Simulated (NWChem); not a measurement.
Program: NWChem. System: germanium monoxide (GeO), charge 0, spin multiplicity 1, at a geometry optimised with PBE0/def2-SVP. Level: CCSD(T)/def2-TZVP, 10 core orbitals frozen.

Job file:

```
start mol
memory heap 100 mb stack 700 mb global 1900 mb
geometry units angstroms nocenter noautoz
  Ge     0.000000     0.000000     0.324711
  O      0.000000     0.000000    -1.298846
  symmetry group C2v
end
basis spherical
  * library def2-tzvp
end
scf
  rhf
  nopen 0
  maxiter 100
  thresh 1e-7
  semidirect memsize 60000000 filesize 0
end
tce
  freeze core 10
  ccsd(t)
  2eorb
  2emet 13
  thresh 1e-6
  maxiter 100
  tilesize 24
end
task tce energy
```

Output (cleaned and shortened):

```
             Northwest Computational Chemistry Package (NWChem) 7.3.0
             --------------------------------------------------------

                                NWChem Input Module
                                -------------------

 Scaling coordinates for geometry "geometry" by  1.889725989
 (inverse scale =  0.529177249)

 Turning off AUTOSYM since
 SYMMETRY directive was detected!

                             Geometry "geometry" -> ""
                             -------------------------

 Output coordinates in angstroms (scale by  1.889725989 to convert to a.u.)

  No.       Tag          Charge          X              Y              Z
 ---- ---------------- ---------- -------------- -------------- --------------
    1 Ge                  32.0000     0.00000000     0.00000000     0.32471100
    2 O                    8.0000     0.00000000     0.00000000    -1.29884600

 Effective nuclear repulsion energy (a.u.)      83.4398642881

            Nuclear Dipole moment (a.u.)
            ----------------------------
        X                 Y               Z
 ---------------- ---------------- ----------------
     0.0000000000     0.0000000000    -0.0000302356

      Symmetry information
      --------------------

 Group name             C2v
 Group number             16
 Group order               4
 No. of unique centers     2

      Symmetry unique atoms

     1    2


 Summary of "ao basis" -> "" (spherical)
 ------------------------------------------------------------------------------
       Tag                 Description            Shells   Functions and Types
 ---------------- ------------------------------  ------  ---------------------
 *                         def2-tzvp                  on all atoms

 Summary of "ao basis" -> "ao basis" (spherical)
 ------------------------------------------------------------------------------
       Tag                 Description            Shells   Functions and Types
 ---------------- ------------------------------  ------  ---------------------
 Ge                        def2-tzvp                16       48   6s5p4d1f
 O                         def2-tzvp                11       31   5s3p2d1f

                                 NWChem SCF Module
                                 -----------------

  ao basis        = "ao basis"
  functions       =    79
  atoms           =     2
  closed shells   =    20
  open shells     =     0
  charge          =   0.00
  wavefunction    = RHF
  use symmetry    = T
  symmetry adapt  = T

 Summary of "ao basis" -> "ao basis" (spherical)
 ------------------------------------------------------------------------------
       Tag                 Description            Shells   Functions and Types
 ---------------- ------------------------------  ------  ---------------------
 Ge                        def2-tzvp                16       48   6s5p4d1f
 O                         def2-tzvp                11       31   5s3p2d1f

      Symmetry analysis of basis
      --------------------------

        a1         35
        a2          8
        b1         18
        b2         18

 Forming initial guess at       0.1s

      Superposition of Atomic Density Guess
      -------------------------------------

 Sum of atomic energies:       -2150.09036959

      Non-variational initial energy
      ------------------------------

 Total energy =   -2150.068851
 1-e energy   =   -3164.517092
 2-e energy   =     931.008376
 HOMO         =      -0.349764
 LUMO         =      -0.031167

      Symmetry analysis of molecular orbitals - initial
      -------------------------------------------------

 !! scf_movecs_sym_adapt:   52 vectors were symmetry contaminated

  Symmetry fudging

 !! scf_movecs_sym_adapt:   50 vectors were symmetry contaminated

  Numbering of irreducible representations:

     1 a1          2 a2          3 b1          4 b2

  Orbital symmetries:

     1 a1          2 a1          3 a1          4 b2          5 b1
     6 a1          7 a1          8 a1          9 b2         10 b1
    11 a1         12 b1         13 b2         14 a1         15 a2
    16 a1         17 a1         18 b1         19 b2         20 a1
    21 b1         22 b2         23 a1         24 a1         25 a2
    26 a1         27 b1         28 b2         29 a1         30 b1

 Starting SCF solution at       2.1s

 ----------------------------------------------
         Quadratically convergent ROHF

 Convergence threshold     :          1.000E-07
 Maximum no. of iterations :          100
 Final Fock-matrix accuracy:          1.000E-09
 ----------------------------------------------

              iter       energy          gnorm     gmax       time
             ----- ------------------- --------- --------- --------
                 1    -2150.1018508074  1.56D+00  4.13D-01      2.1
                 2    -2150.2424405746  2.93D-01  7.65D-02      2.1
                 3    -2150.2521036232  1.22D-02  4.80D-03      2.2
                 4    -2150.2521240751  9.89D-05  2.90D-05      2.3
                 5    -2150.2521240762  3.52D-09  1.53D-09      2.4

       Final RHF  results
       ------------------

         Total SCF energy =  -2150.252124076216
      One-electron energy =  -3165.412563069614
      Two-electron energy =    931.720574705343
 Nuclear repulsion energy =     83.439864288056

        Time for solution =      0.4s

       Symmetry analysis of molecular orbitals - final
       -----------------------------------------------

  Numbering of irreducible representations:

     1 a1          2 a2          3 b1          4 b2

  Orbital symmetries:

     1 a1          2 a1          3 b2          4 b1          5 a1
     6 a1          7 a1          8 b1          9 b2         10 a1
    11 a1         12 a2         13 a1         14 b2         15 b1
    16 a1         17 a1         18 b2         19 b1         20 a1
    21 b1         22 b2         23 a1         24 a1         25 a2
    26 a1         27 a1         28 b1         29 b2         30 b1

             Final eigenvalues
             -----------------

              1
    1 -405.2637
    2  -52.1712
    3  -46.2585
    4  -46.2585
    5  -46.2553
    6  -20.5269
    7   -7.2167
    8   -5.1916
    9   -5.1916
   10   -5.1834
   11   -1.6681
   12   -1.6681
   13   -1.6664
   14   -1.6590
   15   -1.6590
   16   -1.2220
   17   -0.6088
   18   -0.4463
   19   -0.4463
   20   -0.4242
   21    0.0347
   22    0.0347
   23    0.1517
   24    0.3010
   25    0.3010
   26    0.3495
   27    0.3888
   28    0.3913
   29    0.3913
   30    0.4562

                       ROHF Final Molecular Orbital Analysis
                       -------------------------------------

 Vector   18  Occ=2.000000D+00  E=-4.463438D-01  Symmetry=b2
              MO Center= -1.1D-30,  6.1D-16, -1.1D+00, r^2= 1.1D+00
   Bfn.  Coefficient  Atom+Function         Bfn.  Coefficient  Atom+Function
  ----- ------------  ---------------      ----- ------------  ---------------
    55      0.401710  2 O  py                58      0.369224  2 O  py
    61      0.248973  2 O  py                17      0.192800  1 Ge py

 Vector   19  Occ=2.000000D+00  E=-4.463438D-01  Symmetry=b1
              MO Center= -7.3D-16,  4.5D-31, -1.1D+00, r^2= 1.1D+00
   Bfn.  Coefficient  Atom+Function         Bfn.  Coefficient  Atom+Function
  ----- ------------  ---------------      ----- ------------  ---------------
    54      0.401710  2 O  px                57      0.369224  2 O  px
    60      0.248973  2 O  px                16      0.192800  1 Ge px

 Vector   20  Occ=2.000000D+00  E=-4.241871D-01  Symmetry=a1
              MO Center= -1.4D-15,  1.1D-16,  1.1D-01, r^2= 2.5D+00
   Bfn.  Coefficient  Atom+Function         Bfn.  Coefficient  Atom+Function
  ----- ------------  ---------------      ----- ------------  ---------------
     6      0.519798  1 Ge s                 18      0.347251  1 Ge pz
    56     -0.297399  2 O  pz                 5      0.274027  1 Ge s
    59     -0.257104  2 O  pz                62     -0.204204  2 O  pz
    12     -0.161217  1 Ge pz                21      0.159281  1 Ge pz
     4     -0.158221  1 Ge s

 Vector   21  Occ=0.000000D+00  E= 3.473578D-02  Symmetry=b1
              MO Center= -1.3D-15,  1.2D-30,  4.4D-01, r^2= 3.3D+00
   Bfn.  Coefficient  Atom+Function         Bfn.  Coefficient  Atom+Function
  ----- ------------  ---------------      ----- ------------  ---------------
    19      0.803880  1 Ge px                16      0.296501  1 Ge px
    60     -0.245962  2 O  px                54     -0.180773  2 O  px
    10     -0.152537  1 Ge px

 Vector   22  Occ=0.000000D+00  E= 3.473578D-02  Symmetry=b2
              MO Center=  3.6D-30,  2.9D-15,  4.4D-01, r^2= 3.3D+00
   Bfn.  Coefficient  Atom+Function         Bfn.  Coefficient  Atom+Function
  ----- ------------  ---------------      ----- ------------  ---------------
    20      0.803880  1 Ge py                17      0.296501  1 Ge py
    61     -0.245962  2 O  py                55     -0.180773  2 O  py
    11     -0.152537  1 Ge py

 Vector   23  Occ=0.000000D+00  E= 1.517310D-01  Symmetry=a1
              MO Center=  6.1D-17, -7.8D-17,  3.0D-01, r^2= 4.9D+00
   Bfn.  Coefficient  Atom+Function         Bfn.  Coefficient  Atom+Function
  ----- ------------  ---------------      ----- ------------  ---------------
    21      1.511256  1 Ge pz                53      1.482808  2 O  s
     6     -1.226451  1 Ge s                 62      0.512940  2 O  pz
    18      0.204175  1 Ge pz

 center of mass
 --------------
 x =   0.00000000 y =   0.00000000 z =   0.06784780

 moments of inertia (a.u.)
 ------------------
         123.778946852626           0.000000000000           0.000000000000
           0.000000000000         123.778946852626           0.000000000000
           0.000000000000           0.000000000000           0.000000000000

  Mulliken analysis of the total density
  --------------------------------------

    Atom       Charge   Shell Charges
 -----------   ------   -------------------------------------------------------
    1 Ge  32    31.35   2.00  2.00  1.17  0.78  0.98  0.94  5.98  4.41  1.58  0.85  0.44  8.92  1.09  0.05  0.10  0.04
    2 O    8     8.65   0.79  1.18  0.59  0.96  0.32  1.77  1.96  1.05  0.00  0.02  0.00

       Multipole analysis of the density wrt the origin
       ------------------------------------------------

     L   x y z        total         open         nuclear
     -   - - -        -----         ----         -------
     0   0 0 0     -0.000000      0.000000     40.000000

     1   1 0 0      0.000000      0.000000      0.000000
     1   0 1 0     -0.000000      0.000000      0.000000
     1   0 0 1      1.640681      0.000000     -0.000030

     2   2 0 0    -14.881156      0.000000      0.000000
     2   1 1 0     -0.000000      0.000000      0.000000
     2   1 0 1     -0.000000      0.000000      0.000000
     2   0 2 0    -14.881156      0.000000      0.000000
     2   0 1 1      0.000000      0.000000      0.000000
     2   0 0 2    -21.005200      0.000000     60.243851

                   NWChem Extensible Many-Electron Theory Module
                   ---------------------------------------------


            General Information
            -------------------
      Number of processors :     1
         Wavefunction type : Restricted Hartree-Fock
          No. of electrons :    40
           Alpha electrons :    20
            Beta electrons :    20
           No. of orbitals :   158
            Alpha orbitals :    79
             Beta orbitals :    79
        Alpha frozen cores :    10
         Beta frozen cores :    10
     Alpha frozen virtuals :     0
      Beta frozen virtuals :     0
         Spin multiplicity : singlet
    Number of AO functions :    79
       Number of AO shells :    27
        Use of symmetry is : on
      Symmetry adaption is : on
         Schwarz screening : 0.10D-09

          Correlation Information
          -----------------------
          Calculation type : Coupled-cluster singles & doubles w/ perturbation
   Perturbative correction : (T)
            Max iterations :      100
        Residual threshold : 0.10D-05
     T(0) DIIS level shift : 0.00D+00
     L(0) DIIS level shift : 0.00D+00
     T(1) DIIS level shift : 0.00D+00
     L(1) DIIS level shift : 0.00D+00
     T(R) DIIS level shift : 0.00D+00
     T(I) DIIS level shift : 0.00D+00
   CC-T/L Amplitude update :  5-th order DIIS
                I/O scheme : Global Array Library
        L-threshold :  0.10D-05
        EOM-threshold :  0.10D-05
 no EOMCCSD initial starts read in
 TCE RESTART OPTIONS
 SLICE:      F
 D4D5:       F
 quantumc:   F
 qrotation:  F
 pwtce:      F
 qducc:      F
 nacto:                         0
 nrotv:                         0
 nrot:                          0

            Memory Information
            ------------------
          Available GA space size is     249030559 doubles
          Available MA space size is     104848796 doubles

 Maximum block size supplied by input
 Maximum block size        24 doubles

 tile_dim =     24

 -------------------------------------------------

 Global array virtual files algorithm will be used

 Parallel file system coherency ......... OK

 4-electron integrals stored in orbital form

 v2    file size   =          1609981
 4-index algorithm nr.  13 is used
 imaxsize =       30
 imaxsize ichop =        0


CCSD iterations
 ---------------------------------------------------------
 Iter          Residuum       Correlation     Cpu    Wall
 ---------------------------------------------------------
    1   0.2045689045223  -0.4750364810707     0.2     0.2
    2   0.0527137305074  -0.4476787128524     0.2     0.2
    3   0.0206184429366  -0.4639654328833     0.2     0.2
    4   0.0152377175661  -0.4600545950075     0.2     0.2
    5   0.0087899905121  -0.4634760938926     0.2     0.2
    6   0.0021450516435  -0.4628475266405     0.2     0.2
    7   0.0013508380295  -0.4627259078947     0.2     0.2
    8   0.0005916556495  -0.4628041728003     0.2     0.2
    9   0.0005783866593  -0.4627634814590     0.2     0.2
   10   0.0002536570543  -0.4628231270035     0.2     0.2
   11   0.0000620170511  -0.4628284503317     0.2     0.2
   12   0.0000240199464  -0.4628210485023     0.2     0.2
   13   0.0000144691779  -0.4628229264368     0.2     0.2
   14   0.0000072624816  -0.4628217968729     0.2     0.2
   15   0.0000045886972  -0.4628223609002     0.2     0.2
   16   0.0000016118939  -0.4628221346187     0.2     0.2
   17   0.0000012111492  -0.4628220065495     0.2     0.2
   18   0.0000005523482  -0.4628221079265     0.2     0.2
 -----------------------------------------------------------------
 Iterations converged
 CCSD correlation energy / hartree =        -0.462822107926474
 CCSD total energy / hartree       =     -2150.714946184142264

 Singles contributions

 Doubles contributions
 CCSD(T)
 Using plain CCSD(T) code
             total no. of tasks          500
 total no. of tasks / no. procs          500
                         wl_min          343           2.6
                         wl_max      1728000          11.0
        thresh for no. of tasks          500

 CCSD[T]  correction energy / hartree =        -0.028995614576577
 CCSD[T] correlation energy / hartree =        -0.491817722503051
 CCSD[T] total energy / hartree       =     -2150.743941798718879
 CCSD(T)  correction energy / hartree =        -0.024475748566941
 CCSD(T) correlation energy / hartree =        -0.487297856493415
 CCSD(T) total energy / hartree       =     -2150.739421932709320

 Task  times  cpu:       15.1s     wall:       15.1s

 Total times  cpu:       15.2s     wall:       15.2s
```
